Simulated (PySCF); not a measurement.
Zn(CN)2, C2N2Zn (singlet state).
Geometry (PBE0-D3(BJ)/def2-SVP, Å), atoms numbered from 1 in this order:
```xyz
5
C2N2Zn angstrom
Zn     0.005    0.005    0.000
C      0.004    0.012    1.890
N     -0.002    0.015    3.051
C     -0.001   -0.010   -1.890
N     -0.006   -0.022   -3.051
```

Computed at PBE0/pcSseg-1 (pcSseg-2 on Zn) (PySCF, non-relativistic), with Q(67Zn) = 0.15 b, Q(14N) = 0.02044 b: Zn1, 67Zn (I = 5/2): χzz = -106.4 MHz, η = 0.000; N3, 14N (I = 1): χzz = -5.581 MHz, η = 0.000.

(1) Where would the pure quadrupole (NQR) lines of 67Zn at Zn1 fall for the rigid, isolated species?

(2) Find the zero-field quadrupole resonance frequencies of 14N at N3.

Results:

(1) From the eigenvalues of H = χ/[4I(2I − 1)] × [3Iz² − I(I + 1) + η(Ix² − Iy²)], steps between neighbouring levels, labelled as for η = 0: ±1/2↔±3/2 15.96 MHz, ±3/2↔±5/2 31.92 MHz (zinc bonded to 2 C).

(2) From ν± = (3/4)|χ|(1 ± η/3) and ν0 = |χ|η/2: ν+ 4.186 MHz, ν− 4.186 MHz (nitrogen bonded to C).

In a crystal, neighbours and librations shift these lines. These gradients aren't converged with respect to the basis. Field gradients at transition-metal nuclei can change strongly with the functional.

These values come from a run that also computed NMR shieldings. Time: 12 s wall. Hardware: x86-64 server, one thread, no GPU, on a shared host.
